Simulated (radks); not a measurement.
The numbers below are computed, except where a source is named.
Pb+, 81 electrons, occupied as [Hg] 6p1.

Code: a radial shooting solver on a logarithmic mesh with Libxc functionals. Model: scalar-relativistic Kohn-Sham, PBEsol, spin-polarised, spherical densities, finite nucleus; open shells are filled with parallel spins first (spin-orbit coupling, left out, can overturn this in heavy ions); Fermi nuclear charge, rms radius 5.5012 fm.

Energy parts (hartree):
part                       energy
total                 -20870.2437
kinetic                23569.4532
electron-nucleus      -52075.0429
Hartree                 8015.9018
exchange-correlation    -380.5558

Orbitals (lengths in bohr, moments of r in powers of bohr; r(90%) holds 90 % of the orbital's charge):
| orbital | occ. | eigenvalue (hartree) | <r> | r(90%) | <1/r> |
|---|---|---|---|---|---|
| 1s up | 1 | -3235.835 | 0.01606 | 0.0294 | 101.2 |
| 1s down | 1 | -3235.835 | 0.01606 | 0.0294 | 101.2 |
| 2s up | 1 | -579.0672 | 0.06763 | 0.105 | 23.78 |
| 2s down | 1 | -579.0671 | 0.06763 | 0.105 | 23.78 |
| 2p up | 3 | -497.0360 | 0.06144 | 0.100 | 20.90 |
| 2p down | 3 | -497.0358 | 0.06144 | 0.100 | 20.90 |
| 3s up | 1 | -139.2186 | 0.1746 | 0.256 | 8.814 |
| 3s down | 1 | -139.2183 | 0.1746 | 0.256 | 8.814 |
| 3p up | 3 | -115.6836 | 0.1765 | 0.264 | 7.978 |
| 3p down | 3 | -115.6834 | 0.1765 | 0.264 | 7.978 |
| 3d up | 5 | -91.60487 | 0.1600 | 0.248 | 7.488 |
| 3d down | 5 | -91.60466 | 0.1600 | 0.248 | 7.488 |
| 4s up | 1 | -31.72273 | 0.3844 | 0.551 | 3.797 |
| 4s down | 1 | -31.72237 | 0.3844 | 0.551 | 3.797 |
| 4p up | 3 | -24.00517 | 0.4101 | 0.594 | 3.414 |
| 4p down | 3 | -24.00477 | 0.4101 | 0.594 | 3.414 |
| 4d up | 5 | -15.05423 | 0.4311 | 0.642 | 3.069 |
| 4d down | 5 | -15.05378 | 0.4311 | 0.642 | 3.069 |
| 5s up | 1 | -5.57792 | 0.8534 | 1.22 | 1.598 |
| 5s down | 1 | -5.57697 | 0.8534 | 1.22 | 1.598 |
| 4f up | 7 | -5.16942 | 0.4539 | 0.721 | 2.675 |
| 4f down | 7 | -5.16889 | 0.4539 | 0.721 | 2.675 |
| 5p up | 3 | -3.43750 | 0.9770 | 1.41 | 1.366 |
| 5p down | 3 | -3.43651 | 0.9767 | 1.41 | 1.366 |
| 5d up | 5 | -1.06224 | 1.304 | 1.98 | 1.008 |
| 5d down | 5 | -1.05752 | 1.297 | 1.97 | 1.012 |
| 6s up | 1 | -0.71996 | 2.249 | 3.28 | 0.5666 |
| 6s down | 1 | -0.69532 | 2.231 | 3.25 | 0.5727 |
| 6p up | 1 | -0.37642 | 2.983 | 4.42 | 0.4201 |
| 6p down | 0 | -0.34556 | 2.988 | 4.44 | 0.4211 |
| 7s up | 0 | -0.16523 | 5.836 | 8.37 | 0.2157 |

The highest occupied level is 6p up at -10.243 eV. Summed over all electrons, <r^2> = 56.93 bohr^2, which gives a Langevin (diamagnetic) susceptibility term of -45.1 x 10^-6 cm^3/mol. For comparison, the ionisation energy in NIST's Atomic Spectra Database is 15.032 eV (measured). In exact Kohn-Sham theory the highest level is minus the ionisation energy, but local and semilocal functionals leave it too shallow, through self-interaction and a potential that decays too fast; potentials with the right tail come closer. Spin moment in Bohr magnetons: 1. The spin density at the nucleus is -8.483 e/bohr^3 (1s -0.260, 2s 0.095, 3s 0.072, 4s 0.001, 5s 0.283, 6s -8.674). The density falls to 0.001 e/bohr^3 at r = 4.21 bohr.
